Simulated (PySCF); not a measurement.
Isomers of C8H12SSi, mass 168.043 u with the commonest isotopes. Level of theory: PBE0/pcSseg-1 in PySCF (dipole) on a GFN2-xTB geometry, gas phase. One conformer each, none proved a minimum here; rigid rotors.

Problem. Order these by rotational constant B, smallest first.
A. `[CH3:1][C:2](=[S:3])[CH2:4][C:5]1=[CH:6][SiH2:7][CH:8]=[CH:9][CH2:10]1` with C1–C2–C4–C5 85°, C2–C4–C5–C6 -96°, C5–C6–Si7–C8 -10°, C6–Si7–C8–C9 10°, C8–C9–C10–C5 -14°, C4–C5–C10–C9 -164°
B. `[CH3:1][C:2](=[S:3])[C:4]1=[CH:5][SiH2:6][C@H:7]2[CH2:8][C@@H:9]1[CH2:10]2` with C1–C2–C4–C5 2°
C. `[CH3:1][C:2](=[S:3])[C:4]1=[CH:5][SiH2:6][CH:7]=[CH:8][CH2:9][CH2:10]1` with C1–C2–C4–C5 -170°, C4–C5–Si6–C7 -45°, C5–Si6–C7–C8 25°, C7–C8–C9–C10 19°, C8–C9–C10–C4 -83°

Solution. A (576.8 MHz), C (649.8 MHz), B (694.9 MHz).

Problem. Order these by out-of-plane moment Σ m c² = (Ia + Ib − Ic)/2, smallest first.
A. `[CH3:1][C:2](=[S:3])[C:4]1=[CH:5][SiH2:6][CH2:7][CH:8]=[CH:9][CH2:10]1` with C1–C2–C4–C5 20°, C4–C5–Si6–C7 -13°, C5–Si6–C7–C8 -37°, Si6–C7–C8–C9 63°, C8–C9–C10–C4 -84°
B. `[CH3:1][C:2](=[S:3])[CH2:4][C:5]1=[CH:6][SiH2:7][CH:8]=[CH:9][CH2:10]1` with C1–C2–C4–C5 85°, C2–C4–C5–C6 -96°, C5–C6–Si7–C8 -10°, C6–Si7–C8–C9 10°, C8–C9–C10–C5 -14°, C4–C5–C10–C9 -164°
C. `[CH3:1][C:2](=[S:3])[C:4]1=[CH:5][SiH2:6][C@H:7]2[CH2:8][C@@H:9]1[CH2:10]2` with C1–C2–C4–C5 2°
D. `[CH3:1][C:2](=[S:3])[C:4]1=[CH:5][SiH2:6][CH:7]=[CH:8][CH2:9][CH2:10]1` with C1–C2–C4–C5 -170°, C4–C5–Si6–C7 -45°, C5–Si6–C7–C8 25°, C7–C8–C9–C10 19°, C8–C9–C10–C4 -83°

Solution. A (26.69 u·Å²), D (37.77 u·Å²), C (43.25 u·Å²), B (66.85 u·Å²).

Problem. Order these by dipole moment, smallest first.
A. `[CH3:1][C:2](=[S:3])[C:4]1=[CH:5][SiH2:6][C@H:7]2[CH2:8][C@@H:9]1[CH2:10]2` with C1–C2–C4–C5 2°
B. `[CH3:1][C:2](=[S:3])[CH2:4][C:5]1=[CH:6][SiH2:7][CH:8]=[CH:9][CH2:10]1` with C1–C2–C4–C5 85°, C2–C4–C5–C6 -96°, C5–C6–Si7–C8 -10°, C6–Si7–C8–C9 10°, C8–C9–C10–C5 -14°, C4–C5–C10–C9 -164°
C. `[CH3:1][C:2](=[S:3])[C:4]1=[CH:5][SiH2:6][CH:7]=[CH:8][CH2:9][CH2:10]1` with C1–C2–C4–C5 -170°, C4–C5–Si6–C7 -45°, C5–Si6–C7–C8 25°, C7–C8–C9–C10 19°, C8–C9–C10–C4 -83°

Solution. B (1.78 D), A (2.42 D), C (3.44 D).

```tsv
SMILES	point group	Ia (u·Å²)	Ib (u·Å²)	Ic (u·Å²)	κ	μa (D)	μb (D)	μc (D)
CC(=S)CC1=C[SiH2]C=CC1	C1	276.98	876.10	1019.40	-0.88	0.66	1.41	0.87
CC(=S)C1=C[SiH2][C@H]2C[C@@H]1C2	near Cs	266.23	727.26	906.98	-0.79	1.92	1.47	0.04
CC(=S)C1=C[SiH2]C=CCC1	C1	300.12	777.80	1002.37	-0.75	2.03	2.73	0.45
CC(=S)C1=C[SiH2]CC=CC1	C1	277.60	788.89	1013.10	-0.79	1.83	1.75	0.17
```
